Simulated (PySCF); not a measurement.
C₄H₆O₂, SMILES O=CC1COC1.

Geometry: ωB97X-D3(BJ)/def2-SVP. Other conformers were not sampled.

Computed with PBE/def2-TZVP (PySCF).

Symmetry labels are those of the subgroup Cs that the program uses (full group Cs).

Computed valence orbital energies around the gap with their symmetry:
```
orbital  symmetry  energy (eV)
-------  --------  -----------
HOMO−7         A'       -10.81
HOMO−6         A"       -10.43
HOMO−5         A'       -10.08
HOMO−4         A"        -9.90
HOMO−3         A"        -8.39
HOMO−2         A'        -8.00
HOMO−1         A'        -6.27
HOMO           A'        -5.95
LUMO           A"        -2.24
LUMO+1         A'         0.11
LUMO+2         A'         0.52
LUMO+3         A'         0.92
```
